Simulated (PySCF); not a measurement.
Simulated Si 1s region for `O[SiH2]O[SiH3]`, binding energy against the vacuum level.

Every computed line was given a Gaussian of 0.5 eV full width at half maximum and an area set by the number of equivalent atoms; the highest printed point is 100. Method: delta-SCF UKS SCAN, pcX-2 on the ionised atom, pcseg-1 elsewhere, spin-free X2C (PySCF 2.14.0).

(binding energy (eV), intensity): (1846.9, 0), (1847.0, 1), (1847.1, 4), (1847.2, 12), (1847.3, 29), (1847.4, 53), (1847.5, 79), (1847.6, 97), (1847.7, 100), (1847.8, 95), (1847.9, 93), (1848.0, 98), (1848.1, 100), (1848.2, 90), (1848.3, 67), (1848.4, 40), (1848.5, 19), (1848.6, 8), (1848.7, 2), (1848.8, 1)

**Question.** Count the maxima, the lines and the sites behind this envelope.

**Answer.** The curve has 2 maxima (at 1847.7 and 1848.1 eV). Under it lie 2 lines from 2 inequivalent silicon sites.

**Question.** Decompose the envelope and assign each component. Numbering: `[OH:1][SiH2:2][O:3][SiH3:4]`.

**Answer.** 
```tsv
position (eV)	relative area	line	atoms	environment
1847.63	1	Si 1s	Si4	oxygen-bound silicon
1848.12	1	Si 1s	Si2	oxygen-bound silicon
```

**Question.** What are the centre and the root-mean-square width of the whole band?

**Answer.** The area-weighted mean of the lines is 1847.87 eV. Their own spread about it is 0.25 eV (rms) and each Gaussian has σ = 0.5/2.355 = 0.21 eV; the variances add, which gives 0.33 eV.

**Question.** Above which line width would these two lines show one maximum?

**Answer.** Two equal Gaussians merge once their distance is under 2σ = FWHM/1.177. With 0.50 eV between them that is a full width over 0.59 eV.

The listed Si 1s values span 0.49 eV, from Si4 (bonded to O and 3 H) to Si2 (bonded to 2 O and 2 H). Summing the Pauling electronegativity differences to the bonded atoms, each weighted by its formal bond order, gives +2.44 for the lowest site and +3.68 for the highest.

Shake-up satellites, vibrational structure and lifetime widths aren't simulated. Geometry: PBE0-D3(BJ)/def2-SVP, one conformer, isolated molecule.

Shape of the structure used: `[OH:1][SiH2:2][O:3][SiH3:4]`: O1–Si2–O3–Si4 -179°, H–O1–Si2–O3 64°.
